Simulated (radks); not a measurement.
The fluorine ion F+, 8 electrons, occupied as [He] 2s0.5 2p5.5 (fractional occupations, a model configuration).

Method: non-relativistic Kohn-Sham, SCAN, spin-polarised, spherical densities, point nucleus; open shells are filled with parallel spins first; meta-GGA in the generalised Kohn-Sham scheme; computed with a radial shooting solver on a logarithmic mesh with Libxc functionals.

Energy parts (hartree):
total: -97.87398
kinetic: 97.63506
electron-nucleus: -229.70844
Hartree: 43.79013
exchange-correlation: -9.59073

Orbitals (lengths in bohr, moments of r in powers of bohr; <r^-3> diverges for s and p1/2):
orbital  occ.  eigenvalue (hartree)  <r^-3>     <r>
1s up       1             -25.38055       -  0.1765
1s down     1             -25.33988       -  0.1764
2s up     0.5              -1.86558       -  0.9555
2p up       3              -1.11552   9.099  0.9707
2p down   2.5              -1.00550   8.780   1.003

The highest occupied level is 2p down at -27.361 eV. Virial ratio -V/T = 2.00245. The electron density at the nucleus is 432.1 e/bohr^3. Summed over all electrons, <r^2> = 7.480 bohr^2, which gives a Langevin (diamagnetic) susceptibility term of -5.92 x 10^-6 cm^3/mol.

Empty levels of this run are not shown, since the potential may be unsettled where no density lies.
